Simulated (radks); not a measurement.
Problem. All-electron atom: the chromium ion Cr16+ in [He] 2s2 2p4 (the NIST ground configuration). Method: Dirac Kohn-Sham, PBE, spin-unpolarised, spherical densities, point nucleus; open shells fill j = l - 1/2 first; computed with a radial shooting solver on a logarithmic mesh with Libxc functionals. Some entries of the table are withheld. Estimate them.

| orbital | occ. | eigenvalue (eV) | r(max) (bohr) | <r> (bohr) |
|---|---|---|---|---|
| 1s1/2 | 2 | (1) | (2) | (3) |
| 2s1/2 | 2 | -1241.116 | (4) | 0.2795 |
| 2p1/2 | 2 | (5) | (6) | 0.2424 |
| 2p3/2 | 2 | (7) | (8) | 0.2449 |

Solution. 
(1) 1s1/2 eigenvalue (eV): -6553.466
(2) 1s1/2 r(max) (bohr): 0.04157
(3) 1s1/2 <r> (bohr): 0.06340
(4) 2s1/2 r(max) (bohr): 0.2369
(5) 2p1/2 eigenvalue (eV): -1157.421
(6) 2p1/2 r(max) (bohr): 0.1887
(7) 2p3/2 eigenvalue (eV): -1147.583
(8) 2p3/2 r(max) (bohr): 0.1908
